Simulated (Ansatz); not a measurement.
Basis sets compared for Hg6Te3Br6. The state is a singlet with charge 0. Geometry PBE-D4/def2-SVP. Ansatz on 2 threads of AMD EPYC 7R13 on a shared host and a share (18 GiB) of an NVIDIA H100 80GB HBM3; times are rough, and most runs start from earlier orbitals.

Cartesian coordinates in Å:
```
Hg 1.235 -0.684 -1.926
Hg -1.621 1.914 -0.292
Hg 1.339 2.948 -2.806
Hg -1.162 0.087 3.160
Hg -2.282 -1.565 -0.363
Hg 1.305 -2.509 1.629
Te 0.950 0.159 1.487
Te -0.513 0.992 -3.108
Te -3.747 0.440 0.571
Br -0.688 -3.262 -1.295
Br 3.203 4.566 -2.892
Br 1.616 -4.926 2.027
Br 0.058 3.844 -0.044
Br -2.895 -0.016 4.928
Br 3.202 -1.988 -1.076
```

In the def2 sets Hg, Te take a core potential; there is no spin–orbit coupling. Single mean-field runs in def2-SVP, def2-TZVP are fitted with def2-universal-jkfit. Another isomer (singlet) lies 0.36 eV lower at PBE0-D4/def2-TZVP; other spin states weren't run for this one.

Binding counts from free atoms (Hg singlet, Te triplet, Br doublet) in the same basis, without a counterpoise term.

| level | functions | energy (Eh) | HOMO (eV) | LUMO (eV) | binding per atom (eV) | wall time |
| --- | --- | --- | --- | --- | --- | --- |
| PBE-D4/def2-SVP (with forces) | 462 | -17166.4242 | -6.09 | -4.04 | 1.42 | 6 s |
| PBE0-D4/def2-SVP | 462 | -17166.7754 | -7.14 | -3.42 | 1.38 | 12 s |

**Question.** Estimate the rows for PBE-D4/def2-TZVP, PBE0-D4/def2-TZVP.

**Answer.** 
| level | functions | energy (Eh) | HOMO (eV) | LUMO (eV) | binding per atom (eV) | wall time |
| --- | --- | --- | --- | --- | --- | --- |
| PBE-D4/def2-TZVP | 696 | -17168.4047 | -6.13 | -4.03 | 1.49 | 7 s |
| PBE0-D4/def2-TZVP | 696 | -17168.7538 | -7.11 | -3.35 | 1.47 | 11 s |
